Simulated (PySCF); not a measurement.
B(H)(OH)(OSiH3), H5BO2Si, SMILES OBO[SiH3], B3LYP/def2-SVP optimised geometry.

```
9

B     -1.15    -1.28    -1.68
H     -1.64    -1.96    -0.81
O     -1.40    -1.63    -2.97
H     -0.97    -1.03    -3.60
O     -0.38    -0.19    -1.40
Si     0.15     0.56     0.00
H     -0.36    -0.16     1.20
H     -0.35     1.96     0.00
H      1.64     0.56     0.00
```

Density from B3LYP/def2-TZVP (PySCF 2.14.0) at that geometry.

Minimum of the electron density along straight lines between bonded atoms, close to the bond critical point (lines longer than 1.1 times the sum of covalent radii, or with two minima, are not listed):

```json
[
 {"bond": "B1–H2", "length / Å": "1.208", "ρ at the minimum / e bohr⁻³": "0.186", "∇²ρ there / e bohr⁻⁵": "-0.44", "position (fraction from the first atom)": "0.44"},
 {"bond": "B1–O3", "length / Å": "1.354", "ρ at the minimum / e bohr⁻³": "0.215", "∇²ρ there / e bohr⁻⁵": "0.95", "position (fraction from the first atom)": "0.33"},
 {"bond": "O3–H4", "length / Å": "0.968", "ρ at the minimum / e bohr⁻³": "0.353", "∇²ρ there / e bohr⁻⁵": "-2.36", "position (fraction from the first atom)": "0.80"},
 {"bond": "B1–O5", "length / Å": "1.365", "ρ at the minimum / e bohr⁻³": "0.201", "∇²ρ there / e bohr⁻⁵": "0.90", "position (fraction from the first atom)": "0.33"},
 {"bond": "O5–Si6", "length / Å": "1.676", "ρ at the minimum / e bohr⁻³": "0.127", "∇²ρ there / e bohr⁻⁵": "0.73", "position (fraction from the first atom)": "0.59"},
 {"bond": "Si6–H7", "length / Å": "1.491", "ρ at the minimum / e bohr⁻³": "0.123", "∇²ρ there / e bohr⁻⁵": "0.14", "position (fraction from the first atom)": "0.49"},
 {"bond": "Si6–H8", "length / Å": "1.488", "ρ at the minimum / e bohr⁻³": "0.124", "∇²ρ there / e bohr⁻⁵": "0.13", "position (fraction from the first atom)": "0.49"},
 {"bond": "Si6–H9", "length / Å": "1.488", "ρ at the minimum / e bohr⁻³": "0.124", "∇²ρ there / e bohr⁻⁵": "0.13", "position (fraction from the first atom)": "0.49"}
]
```
